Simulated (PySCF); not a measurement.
A structure optimised at PBE0-D3(BJ)/def2-SVP, used in a PySCF frequency run:

```
C
H 1 1.1008
H 1 1.1092 2 105.82
C 1 1.5044 2 110.56 3 -116.48
C 4 1.3495 1 120.36 2 -154.20
H 5 1.0932 4 121.73 1 -178.85
H 4 1.0947 5 120.41 6 -1.84
C 5 1.4397 6 121.23 4 -179.73
C 8 1.3268 5 126.92 6 -165.88
H 9 1.0945 8 123.50 5 -179.36
C 9 1.5191 10 120.27 8 177.24
H 11 1.1008 9 110.65 10 27.19
H 11 1.1079 12 106.27 9 117.73
```
Charge 0, spin multiplicity 2.

Question: Write its SMILES and formula.

Answer: [C]1=CCCC=C1, C6H7

Question: What are its rotational constants (standard atomic weights)?

Answer: 5.5657, 4.9950, 2.8029 GHz
